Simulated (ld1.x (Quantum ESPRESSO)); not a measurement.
**Pseudopotential generation for scandium (Sc): TM, PBE, fully relativistic.**

The input file (ld1.x (Quantum ESPRESSO) 7.5):

```
&input
   title='Sc', zed=21., rel=2, dft='PBE', iswitch=3,
   config='[Ar] 3d1 4s1.5 4p0.5 4f-2', rel_dist='average',
   nld=7, rlderiv=2.25, eminld=-6.0, emaxld=5.0, deld=0.02
 /
 &inputp
   pseudotype=2, tm=.true., lloc=0,
   nlcc=.false.,
   file_pseudopw='Sc.UPF', file_wfcaegen='ae.wfc', file_wfcncgen='nc.wfc', file_beta='beta', file_chi='chi'
 /
4
3P  2  1   6.00   0.00  1.40  1.40  0.0
3D  3  2   1.00   0.00  2.05  2.05  0.0
4F  4  3  -2.00   0.25  1.75  1.75  0.0
3S  1  0   2.00   0.00  1.55  1.55  0.0
 &test
   configts(1)='3s2 3p6 3d1 4s1.5 4p0.5'
 /
```

Command:

```bash
ld1.x < Sc.in > Sc.out
```

Output (shortened: banner, matrices, multipoles, cross overlaps and the repeated all-electron block are left out):

```
Program LD1 v.7.5
     --------------------------- All-electron run ----------------------------

     Sc
     dirac relativistic calculation

     atomic number is 21.00
     dft =PBE   lsd =0 sic =0 latt =0  beta=0.20 tr2=1.0E-14
     Exchange-correlation= PBE
                           (   1   4   3   4   0   0   0)
     mesh =1173 r(mesh) = 100.03074 a.u. xmin = -7.00 dx = 0.01250
     1 Ry =  13.60569312 eV, c = 137.03599908

     n l j   nl                  e(Ry)          e(Ha)          e(eV)
     Spin orbit split results
     1 0 0.5 1S 1( 2.00)      -323.1929      -161.5964     -4397.2629
     2 0 0.5 2S 1( 2.00)       -34.9033       -17.4516      -474.8835
     2 1 0.5 2P 1( 2.00)       -28.8051       -14.4025      -391.9129
     2 1 1.5 2P 1( 4.00)       -28.4639       -14.2320      -387.2711
     3 0 0.5 3S 1( 2.00)        -4.0931        -2.0465       -55.6890
     3 1 0.5 3P 1( 2.00)        -2.5442        -1.2721       -34.6151
     3 1 1.5 3P 1( 4.00)        -2.5067        -1.2533       -34.1052
     3 2 1.5 3D 1( 0.40)        -0.2818        -0.1409        -3.8337
     3 2 2.5 3D 1( 0.60)        -0.2795        -0.1397        -3.8027
     4 0 0.5 4S 1( 1.50)        -0.3340        -0.1670        -4.5441
     4 1 0.5 4P 1( 0.17)        -0.1308        -0.0654        -1.7799
     4 1 1.5 4P 1( 0.33)        -0.1291        -0.0645        -1.7563
     Averaged results
     1 0     1S 1( 2.00)      -323.1929      -161.5964     -4397.2629
     2 0     2S 1( 2.00)       -34.9033       -17.4516      -474.8835
     2 1     2P 1( 6.00)       -28.5776       -14.2888      -388.8184
     3 0     3S 1( 2.00)        -4.0931        -2.0465       -55.6890
     3 1     3P 1( 6.00)        -2.5192        -1.2596       -34.2751
     3 2     3D 1( 1.00)        -0.2804        -0.1402        -3.8151
     4 0     4S 1( 1.50)        -0.3340        -0.1670        -4.5441
     4 1     4P 1( 0.50)        -0.1297        -0.0648        -1.7642

     final scf error:  1.3E-15 reached in  26 iterations

     Etot =   -1528.026783 Ry,    -764.013392 Ha,  -20789.863499 eV

     Ekin =    1541.458229 Ry,     770.729115 Ha,   20972.607628 eV
     Encl =   -3630.865927 Ry,   -1815.432963 Ha,  -49400.447572 eV
     Eh   =     639.124010 Ry,     319.562005 Ha,    8695.725152 eV
     Exc  =     -77.743096 Ry,     -38.871548 Ha,   -1057.748707 eV

     normalization and overlap integrals

     s(1S/1S) =  1.000000  <r> =   0.0730  <r2> =    0.0072  r(max) =   0.0476
     s(2S/2S) =  1.000000  <r> =   0.3433  <r2> =    0.1396  r(max) =   0.2845
     s(2P/2P) =  1.000000  <r> =   0.3059  <r2> =    0.1157  r(max) =   0.2300
     s(2P/2P) =  1.000000  <r> =   0.3085  <r2> =    0.1176  r(max) =   0.2329
     s(3S/3S) =  1.000000  <r> =   1.0747  <r2> =    1.3326  r(max) =   0.9213
     s(3P/3P) =  1.000000  <r> =   1.1626  <r2> =    1.5938  r(max) =   0.9685
     s(3P/3P) =  1.000000  <r> =   1.1706  <r2> =    1.6157  r(max) =   0.9685
     s(3D/3D) =  1.000000  <r> =   1.8241  <r2> =    4.5486  r(max) =   1.0974
     s(3D/3D) =  1.000000  <r> =   1.8304  <r2> =    4.5816  r(max) =   1.0974
     s(4S/4S) =  1.000000  <r> =   3.6828  <r2> =   15.5908  r(max) =   3.0971
     s(4P/4P) =  1.000000  <r> =   4.9471  <r2> =   28.6412  r(max) =   3.9768
     s(4P/4P) =  1.000000  <r> =   4.9777  <r2> =   28.9944  r(max) =   3.9768

     ------------------------ End of All-electron run ------------------------

     --------------------- Generating NC pseudopotential ---------------------

      Generating local pot.: lloc=0, matching radius rcloc =   1.5500

     Fully relativistic calculation: |psi|^2

     Wfc 3P LC norm =  0.99983609 SC norm =  0.00016371 missing  0.00000020

     Wfc 3P LC norm =  0.99983786 SC norm =  0.00016133 missing  0.00000081

     Wfc 3D LC norm =  0.99992154 SC norm =  0.00007836 missing  0.00000011

     Wfc 3D LC norm =  0.99992193 SC norm =  0.00007295 missing  0.00000513

      Wfc   3P  rcut= 1.392  Using Troullier-Martins method

      Wfc   3P  rcut= 1.392  Using Troullier-Martins method

      Wfc   3D  rcut= 2.025  Using Troullier-Martins method

      Wfc   3D  rcut= 2.025  Using Troullier-Martins method

      Wfc   4F  rcut= 1.743  Using Troullier-Martins method

      Wfc   4F  rcut= 1.743  Using Troullier-Martins method

     ------------------- End of pseudopotential generation -------------------

     Computing logarithmic derivative in   2.25184
     Computing logarithmic derivative in   2.25184
     Computing the partial wave expansion
       no projector for channel:   0
     R is outside the sphere for l=    1 j= 0.50
     R is outside the sphere for l=    1 j= 1.50
     R is outside the sphere for l=    2 j= 1.50
     R is outside the sphere for l=    2 j= 2.50
     R is outside the sphere for l=    3 j= 2.50
     R is outside the sphere for l=    3 j= 3.50

     ---------------------- Testing the pseudopotential ----------------------

     Sc
     dirac relativistic calculation

     atomic number is 21.00   valence charge is 11.00
     dft =PBE   lsd =0 sic =0 latt =0  beta=0.20 tr2=1.0E-14
     mesh =1173 r(mesh) = 100.03074 xmin = -7.00 dx = 0.01250

     n l  j  nl             e AE (Ry)       e PS (Ry)    De AE-PS (Ry)
     1 0 0.5 3S   1( 2.00)       -4.09306       -4.09307        0.00000
     2 1 0.5 3P   1( 2.00)       -2.54416       -2.54416        0.00000
     2 1 1.5 3P   1( 4.00)       -2.50668       -2.50671        0.00003
     3 2 1.5 3D   1( 0.40)       -0.28177       -0.28177       -0.00000
     3 2 2.5 3D   1( 0.60)       -0.27950       -0.27950        0.00000
     2 0 0.5 4S   1( 1.50)       -0.33399       -0.35609        0.02210  !
     3 1 0.5 4P   1( 0.17)       -0.13082       -0.13404        0.00322
     3 1 1.5 4P   1( 0.33)       -0.12909       -0.13223        0.00315

     eps = 5.7E-15  iter = 28

     Etot =   -1528.026783 Ry,    -764.013392 Ha,  -20789.863499 eV
     Etotps =   -93.528743 Ry,     -46.764371 Ha,   -1272.523375 eV

     Ekin =      34.639147 Ry,      17.319573 Ha,     471.289600 eV
     Encl =    -181.352108 Ry,     -90.676054 Ha,   -2467.421132 eV
     Ehrt =      72.865015 Ry,      36.432508 Ha,     991.379037 eV
     Ecxc =     -11.812972 Ry,      -5.906486 Ha,    -160.723672 eV
     Epseu=      -7.867825 Ry,      -3.933912 Ha,    -107.047209 eV

     ---------------------- End of pseudopotential test ----------------------
```

Generation and configuration tests took about 1.6 s on one core of a shared server CPU.
